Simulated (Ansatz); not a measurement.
**Calibrating BHLYP-D4/def2-TZVPP on molecular compounds of B**

The atomisation enthalpy at 298 K in kJ/mol of 8 molecular compounds of B: x at BHLYP-D4/def2-TZVPP, y from tabulated heats of molecules and atoms (NIST-JANAF tables). Shapes, held fixed at every level: PBE0-D4/def2-TZVP. Computed values hold a harmonic thermal term (PBE0-D4/def2-TZVP) and the atoms' spin-orbit lowering. Programs: Ansatz 0.2.0.

```
                       molecule  x (kJ/mol)  y (kJ/mol)
        BBr3 (boron tribromide)        1053        1110
 BBr2Cl (dibromo(chloro)borane)        1127        1187
       BCl3 (boron trichloride)        1277        1337
    BBr2F (dibromofluoroborane)        1310        1388
         BBrF2 (SMILES FB(F)Br)        1575        1661
              BHF2 (SMILES FBF)        1617        1681
   BClF2 (chlorodifluoroborane)        1652           ?
B(OH)F2 (difluorohydroxyborane)        2175        2280
```

Problem. Fit y = c + s·x to the known rows and predict y for BClF2.

Solution. 
1. Means of the 7 rows: x = 1447.71, y = 1520.6.
2. Σ(Δx)² = 880569, Σ(Δx·Δy) = 915989, so the slope is 915989/880569 = 1.0402.
3. Intercept: 1520.6 − (1.0402) × 1447.71 = 14.7. The largest residual of the fit is 16.
4. BClF2: 14.7 + 1.0402 × 1652 = 1733 kJ/mol.

The tabulated heats give 1736 kJ/mol, so the prediction is off by -3 kJ/mol, within the largest residual. Uncorrected, BHLYP-D4/def2-TZVPP misses it by -84 kJ/mol, and the other rows by 73 on average. With references in doubt, neither the misses nor the line can be laid on the level alone. Left out in turn, the other rows are missed by 9 kJ/mol on average, so much of the error is systematic among these molecules. The molecules' own spin-orbit binding is left out, so errors for heavy halides read too negative. The tabulated values of BBr3, BBr2Cl, BBr2F, BBrF2, BHF2, BClF2, B(OH)F2 are in doubt (older tables, estimates, or at odds with other calculations) and kept here. Relativity is left out for Br.
